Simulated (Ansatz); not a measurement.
A structure relaxed at PBE0-D4/def2-SVP in Ansatz, charge 0, singlet:

```xyz
10

C     0.893   -1.130    0.735
C    -0.797    1.363   -0.348
Sb   -1.035   -0.793   -0.212
H     0.835   -0.812    1.786
H     1.682   -0.562    0.224
H     1.136   -2.202    0.706
H    -1.553    1.776   -1.030
H     0.206    1.622   -0.714
H    -0.946    1.803    0.649
H    -0.420   -1.065   -1.797
```

(1) Give its formula, name or SMILES and point group.

(2) Summarise the bond lengths by kind (pairs closer than 1.2 times the sum of covalent radii, bridged metal pairs left out).

Answers

(1) SbMe2H (C2H7Sb). Point group Cs (tolerance 0.1 Å).

(2) 2 × C–Sb 2.17 Å; 6 × C–H 1.10 Å; 1 × H–Sb 1.72 Å.

In the def2 sets Sb takes a core potential; there is no spin–orbit coupling.
